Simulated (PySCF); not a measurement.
Electric field gradients and quadrupole coupling constants

Compound: CH9OPSi2.
Atom-mapped SMILES: `[CH3:1][Si@:2]([OH:3])([SiH3:4])[PH2:5]` (hydrogens: H6, H7, H8 on C1; H9 on O3; H10, H11, H12 on Si4; H13, H14 on P5)

Cartesian coordinates in Å at the GFN2-xTB level; atoms count from 1:
```
atom  x, y, z in Å
C1    -1.6462    0.0445   -0.9483
Si2   -0.2104   -0.1389    0.3059
O3    -0.7520    0.1556    1.8242
Si4    1.4765    1.4476    0.0990
P5     0.3180   -2.3443    0.2112
H6    -2.1502    0.9991   -0.8262
H7    -2.3884   -0.7413   -0.8228
H8    -1.2876   -0.0100   -1.9718
H9    -1.4097   -0.3921    2.2478
H10    0.9437    2.7831   -0.1856
H11    2.3069    1.5570    1.3013
H12    2.3876    1.1144   -1.0041
H13    0.8542   -2.2795   -1.0595
H14    1.5569   -2.1955    0.8068
```

Field gradients from the PBE0/pcSseg-1 density (PySCF, non-relativistic), principal values in atomic units, ordered |Vxx| ≤ |Vyy| ≤ |Vzz|:

```json
{"atom": "O3", "Vxx": "-0.4297", "Vyy": "-1.1210", "Vzz": "1.5507"}
```

Q: Find the asymmetry η = (Vxx − Vyy)/Vzz and the couplings χ = eQV/h (234.96 MHz × Q in barn × V in au), with Q(17O) = −0.0256 b.

A: 
```csv
atom,environment,nucleus,η,χzz (MHz),χxx (MHz),χyy (MHz)
O3,silanol oxygen,17O,0.45,-9.33,2.58,6.74
```

The tensor is traceless: Vxx + Vyy + Vzz = 0.

Q: What is Vzz at O3 in SI units (1 au = 9.71736 × 10²¹ V/m²)?

A: 1.5507 au = 15.069 × 10²¹ V/m².

Q: And the gradient at the other heavy atoms, for which no coupling is worked out here?

A: 
| atom | environment | Vzz (au) | η |
| --- | --- | --- | --- |
| C1 | Si-methyl carbon | -0.048 | 0.35 |
| Si2 | oxygen-bound silicon | 0.323 | 0.98 |
| Si4 | SiH3 silicon | 0.022 | 0.92 |
| P5 | three-coordinate phosphorus | -0.873 | 0.57 |

Were the hydrogens deuterons (Q(2H) = 0.00286 b), χzz would run from 108 kHz (H12) to 342 kHz (H9).

Isolated species at its GFN2-xTB geometry (one conformer only). GFN2-xTB bond lengths can be off by several hundredths of an ångström, more for odd bonds, and the gradients follow them. A larger basis could move these couplings by a tenth or more.

The run behind these numbers computed NMR shieldings as well. The run took 16 s (grids of density and orbitals included) on Intel Xeon 6975P-C, one thread, on a shared host, and the process peaked at 0.72 GiB of memory.
